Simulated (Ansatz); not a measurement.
H3OSiZn (`[SiH3][O][Zn]`) radical. Charge 0, multiplicity 2. The structure was optimised at the PBE0-D4/def2-TZVP level.

```xyz
6

Si    0.079   -0.319   -0.431
O    -0.256    0.991    0.466
Zn   -0.390    1.582    2.171
H     1.455   -0.839   -0.170
H    -0.017    0.026   -1.876
H    -0.871   -1.440   -0.160
```

(1) What is the dipole moment at PBE/def2-TZVPP? (Best estimate.)

(2) And with r2SCAN, B3LYP, ωB97M-V? (An estimate is asked.)

(3) Give the Mulliken charges with PBE, B3LYP, ωB97M-V in def2-TZVPP. (Estimate.)

Results:

(1) Computed: 2.38 D, with components (-0.23, 0.96, 2.17) D in this frame, pointing from negative to positive charge.

(2) Computed: r2SCAN 2.59 D, B3LYP 2.65 D, ωB97M-V 2.71 D.

(3) Ansatz gave: 
| atom | PBE | B3LYP | ωB97M-V |
| --- | --- | --- | --- |
| Si1 | 0.37 | 0.45 | 0.36 |
| O2 | -0.44 | -0.53 | -0.57 |
| Zn3 | 0.32 | 0.38 | 0.41 |
| H4 | -0.09 | -0.10 | -0.07 |
| H5 | -0.08 | -0.09 | -0.06 |
| H6 | -0.09 | -0.10 | -0.07 |

B3LYP here is the variant with VWN-RPA as its local correlation; programs differ in this.
